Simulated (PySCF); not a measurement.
Zn(Cl)(OSiH3) (ClH3OSiZn), SMILES [SiH3][O][Zn][Cl].

The structure is a stationary point at B3LYP-D3(BJ)/def2-SVP. The structure was generated by enumeration; whether it is a known compound was not checked. One conformer was computed; it need not be the lowest.

Level of theory: PBE/def2-TZVP (PySCF).

Isolated molecule, no solvent.

The total energy is -2605.59060 hartree. The point group is Cs and the highest occupied level is -7.11 eV. The lowest empty level comes out as -2.62 eV and the orbital gap comes out as 4.49 eV. The dipole moment is 0.041 e·Å and the quadrupole, principal values (traceless, Buckingham form, about the centre of nuclear charge) is -7.81, 3.68, 4.14 D·Å. The mean static polarisability is 65.7 bohr³ (9.74 Å³). The polarisability, principal values comes out as 52.5, 52.6, 92.0 bohr³.
